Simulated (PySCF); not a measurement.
B3LYP has the VWN-RPA correlation part, as in Gaussian. 

## [Cd(Cl)(F)] (charge 0, multiplicity 1)

Method: B3LYP-D3(BJ)/def2-TZVP // TPSS-D3(BJ)/def2-SVP in PySCF 2.14.0.

The HOMO is -8.85 eV, the dipole moment is 0.120 e·Å and the HOMO–LUMO gap comes out as 6.08 eV. The LUMO is -2.77 eV, the charge on the central atom (Mulliken) is 0.95 e and the total energy is -728.0047 Ha. The cost is very roughly 26 core-seconds.

```xyz
3

Cd    -0.0078    -0.0055    -0.0243
Cl    -0.9542    -0.2469    -2.0874
F      0.7968     0.1980     1.7247
```
